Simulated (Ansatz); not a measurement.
Basis-set extrapolation for `O[SiH]([AlH2])S` (PBE0-D4/def2-TZVP geometry, frozen core, the Gaussian-basis code of Ansatz). Multiplicity 1, RHF reference.

```json
{"": "HF", "def2-TZVPP": "-1006.278245", "def2-QZVPP": "-1006.309295"}
{"": "MP2 correlation", "def2-TZVPP": "-0.628285", "def2-QZVPP": "-0.679867"}
{"": "CCSD(T) correlation", "def2-TZVPP": "-0.703671", "def2-QZVPP": "not run"}
```

Energies in hartree. Use E(X) = E(∞) + A·exp(−7.88·√X) for Hartree–Fock and E(X) = E(∞) + B·X^(−2.97) for correlation, with X = 3 and 4, and add CCSD(T) minus MP2 of the smaller set to the MP2 limit.

Q: What is the CCSD(T) energy at the basis-set limit?

A: HF limit: -1006.309295 + (-0.031050) × 0.13774 = -1006.31357. MP2 limit: -0.679867 + (-0.051582) × 0.74074 = -0.71808. Higher-order term: -0.703671 − (-0.628285) = -0.07539. Total: -1007.10704 hartree, 328.5 kJ/mol below CCSD(T)/def2-TZVPP.
